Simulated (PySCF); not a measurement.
C₅H₇NSSi.
Numbering: `[SiH3:1][S:2][c:3]1[cH:4][cH:5][n:6][cH:7][cH:8]1` (hydrogens: H9, H10, H11 on Si1; H12 on C4; H13 on C5; H14 on C7; H15 on C8)

The same species was optimised twice, with GFN2-xTB and with PBE0-D3(BJ)/def2-SVP (PySCF), and the same property calculations (PySCF, gas phase) were run on both structures.

| coordinate | GFN2-xTB | PBE0-D3(BJ)/def2-SVP | change |
| --- | --- | --- | --- |
| C7–C8 (Å) | 1.386 | 1.395 | +0.009 |
| C4–C5 (Å) | 1.382 | 1.391 | +0.009 |
| C3–C8 (Å) | 1.390 | 1.398 | +0.008 |
| C5–N6 (Å) | 1.323 | 1.332 | +0.009 |
| N6–C7 (Å) | 1.320 | 1.329 | +0.009 |
| C3–C4 (Å) | 1.393 | 1.401 | +0.008 |
| Si1–S2 (Å) | 2.157 | 2.152 | -0.005 |
| S2–C3 (Å) | 1.763 | 1.768 | +0.005 |
| Si1–S2–C3 (°) | 106.7 | 104.6 | -2.1 |
| S2–C3–C8 (°) | 124.3 | 125.5 | +1.2 |
| S2–C3–C4 (°) | 117.6 | 116.9 | -0.7 |
| C5–N6–C7 (°) | 117.5 | 117.0 | -0.5 |
| C4–C3–C8 (°) | 118.1 | 117.6 | -0.5 |
| C4–C5–N6 (°) | 123.7 | 124.0 | +0.3 |
| C3–C8–C7 (°) | 118.2 | 118.5 | +0.3 |
| C3–C4–C5 (°) | 118.5 | 118.7 | +0.2 |
| Si1–S2–C3–C4 (°) | 179 | 179 | 0 |

Rotational constants: A = 3731, B = 863.4, C = 706.9 MHz (GFN2-xTB) against A = 3649, B = 866.9, C = 706.4 MHz (PBE0-D3(BJ)/def2-SVP). Atoms that the bonding makes alike are paired by their places after alignment.

On the GFN2-xTB structure: lowest singlet, TDDFT (eV) 5.13 [wB97X-D/def2-SVPD]; lowest triplet, Tamm–Dancoff (eV) 4.16 [wB97X-D/def2-SVPD]; isotropic polarisability (au) 111.0 [wB97X-D/def2-SVPD]; HOMO (eV) -8.71 [wB97X-D/def2-SVPD]; LUMO (eV) 0.75 [wB97X-D/def2-SVPD]; dipole (D) 2.46 [wB97X-D/def2-SVPD]; HOMO (eV) -6.98 [PBE0/pcSseg-1]; LUMO (eV) -0.88 [PBE0/pcSseg-1]; dipole (D) 2.57 [PBE0/pcSseg-1]; GIAO shielding of Si1 (ppm) 413.1 [PBE0/pcSseg-1]; GIAO shielding of S2 (ppm) 590.6 [PBE0/pcSseg-1]; GIAO shielding of C3 (ppm) 32.5 [PBE0/pcSseg-1]; GIAO shielding of C4/C8 (mean) (ppm) 59.6 [PBE0/pcSseg-1]; GIAO shielding of C5/C7 (mean) (ppm) 31.8 [PBE0/pcSseg-1]; GIAO shielding of N6 (ppm) -77.3 [PBE0/pcSseg-1].

Problem. What do these properties become on the PBE0-D3(BJ)/def2-SVP structure?

Solution. 
| property | level | on GFN2-xTB | on PBE0-D3(BJ)/def2-SVP | change |
| --- | --- | --- | --- | --- |
| lowest singlet, TDDFT (eV) | wB97X-D/def2-SVPD | 5.13 | 5.10 | -0.03 |
| lowest triplet, Tamm–Dancoff (eV) | wB97X-D/def2-SVPD | 4.16 | 4.11 | -0.05 |
| isotropic polarisability (au) | wB97X-D/def2-SVPD | 111.0 | 112.9 | +1.9 |
| HOMO (eV) | wB97X-D/def2-SVPD | -8.71 | -8.82 | -0.11 |
| LUMO (eV) | wB97X-D/def2-SVPD | 0.75 | 0.63 | -0.12 |
| dipole (D) | wB97X-D/def2-SVPD | 2.46 | 2.07 | -0.39 |
| energy, GFN2-xTB geometry as zero (kcal/mol) | wB97X-D/def2-SVPD | 0.0 | -1.6 | -1.6 |
| HOMO (eV) | PBE0/pcSseg-1 | -6.98 | -7.10 | -0.12 |
| LUMO (eV) | PBE0/pcSseg-1 | -0.88 | -1.00 | -0.12 |
| dipole (D) | PBE0/pcSseg-1 | 2.57 | 2.16 | -0.41 |
| energy, GFN2-xTB geometry as zero (kcal/mol) | PBE0/pcSseg-1 | 0.0 | -1.4 | -1.4 |
| GIAO shielding of Si1 (ppm) | PBE0/pcSseg-1 | 413.1 | 410.0 | -3.1 |
| GIAO shielding of S2 (ppm) | PBE0/pcSseg-1 | 590.6 | 585.6 | -5.0 |
| GIAO shielding of C3 (ppm) | PBE0/pcSseg-1 | 32.5 | 31.8 | -0.7 |
| GIAO shielding of C4/C8 (mean) (ppm) | PBE0/pcSseg-1 | 59.6 | 56.9 | -2.7 |
| GIAO shielding of C5/C7 (mean) (ppm) | PBE0/pcSseg-1 | 31.8 | 29.1 | -2.7 |
| GIAO shielding of N6 (ppm) | PBE0/pcSseg-1 | -77.3 | -81.9 | -4.6 |

The heavy atoms differ by 0.017 Å rms after alignment (one structure mirrored). Among bonds between heavy atoms C3–C4, C3–C8, C4–C5, C5–N6, N6–C7 and C7–C8 change most and about equally (+0.008 to +0.009 Å). Changes are differences of the printed values. Neither structure is proved a minimum here.

Conformer computed: `[SiH3:1][S:2][c:3]1[cH:4][cH:5][n:6][cH:7][cH:8]1`: Si1–S2–C3–C4 179°.

wB97X-D is run here without its empirical dispersion term; that term would change no orbital, density or response property at a fixed geometry.
